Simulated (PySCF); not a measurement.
Geometry (Å), atoms numbered from 1 in this order:
```xyz
6

F    -1.098    1.236    0.384
Si   -0.302    0.097   -0.353
F     0.702    0.827   -1.321
F    -1.312   -0.740   -1.219
S     0.645   -1.218    0.965
H     1.390   -0.232    1.498
```

Geometry: PBE0-D3(BJ)/def2-TZVP; GIAO shifts from PySCF 2.14, gas phase, non-relativistic, averaged over equivalent atoms.

At B97-2/pcSseg-2 (208 basis functions, 18 s wall time on 1 thread of an Arm Neoverse V1, shared host):
| atoms | δ (ppm) |
| --- | --- |
| F1/F3/F4 | -135.7 |
| Si2 | -59.7 |
| S5 | -221.0 |
| H6 | 0.80 |

Shifts are taken against calculated references (same method and geometry level): 19F (σref 175.98) against CFCl3; 29Si (σref 348.46), 1H (σref 31.64) against TMS; 33S (σref 517.10) against CS2.

Predict the values at PBE0/pcSseg-2 on the same geometry.

Answers


| atoms | δ at PBE0/pcSseg-2 | change |
| --- | --- | --- |
| F1/F3/F4 | -132.0 | +3.7 |
| Si2 | -56.7 | +3.0 |
| S5 | -226.5 | -5.5 |
| H6 | 0.87 | +0.07 |

References, each an isolated molecule treated in the same way: 19F (σref 174.31) against CFCl3; 29Si (σref 342.20) and 1H (σref 31.52) against TMS; 33S (σref 512.98) against CS2.

The largest change is at S5 (sulfur bonded to Si, H). Cost: 208 basis functions, 17 s wall time on 1 thread of an Arm Neoverse V1, shared host.

Unscaled 19F shifts against computed CFCl3 carry errors that often reach 10 to 50 ppm.
